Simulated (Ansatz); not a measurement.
Compare A (`[OH][GeH]([SiH3])[SH]`) with its isomer B (`[SiH3][O][GeH2][SH]`).

Isolated molecules relaxed with PBE0-D4/def2-TZVP in Ansatz; ΔE leaves out vibrations. CCSD(T)/CBS is the MP2 limit (def2-TZVPP, def2-QZVPP) plus CCSD(T) − MP2 in def2-TZVPP, frozen cores. Functionals use def2-TZVPP. B3LYP here is the variant with VWN-RPA as its local correlation; programs differ in this. For Ge outer-core shells are correlated without core-valence functions, which leaves a few kJ/mol of doubt a bond. Scalar relativity is left out up to krypton. One conformer a species, not always the lowest.

A:

Z-matrix (Å, degrees):
```
Ge
Si 1 2.379
S 1 2.229 2 111.8
O 1 1.785 2 104.9 3 -119.4
H 1 1.543 2 116.9 3 118.2
H 2 1.485 1 108.2 3 52.0
H 2 1.485 1 108.6 3 -66.9
H 2 1.485 1 110.6 3 172.5
H 3 1.343 1 94.3 2 -49.0
H 4 0.961 1 112.1 2 169.6
```

B:

```xyz
10

Si   -1.073    1.308   -0.333
O     0.146    0.374   -0.908
Ge    1.282   -0.737   -0.126
S     0.372   -1.607    1.696
H    -2.252    0.483    0.043
H    -0.640    2.085    0.861
H    -1.459    2.245   -1.417
H     1.588   -1.810   -1.175
H     2.505    0.059    0.346
H    -0.470   -2.400    1.012
```

Question: Which isomer does CCSD(T)/CBS put lower? Give the gap. (Estimate.)

Answer: The calculation gave: B, by 81.8 kJ/mol.

Question: Give E(B) − E(A) in kJ/mol with PBE0-D4, B3LYP, CCSD(T)/def2-TZVPP, ωB97M-V, B2PLYP, MP2/def2-TZVPP, r2SCAN-D4. (Estimate.)

Answer: Computed: PBE0-D4 -67.4, B3LYP -79.0, CCSD(T)/def2-TZVPP -83.6, ωB97M-V -83.1, B2PLYP -84.3, MP2/def2-TZVPP -88.0, r2SCAN-D4 -76.3. None reverses the order clearly.

Largest T1 diagnostic: 0.012.

In def2-TZVPP, CCSD(T) changes the Hartree–Fock value by +23.8 kJ/mol (the triples alone add +3.0 kJ/mol) and MP2 by +19.4 kJ/mol. From PBE to PBE0 (25 % exact exchange), in def2-TZVPP and without D4, E(B) − E(A) moves by −9.2 kJ/mol.
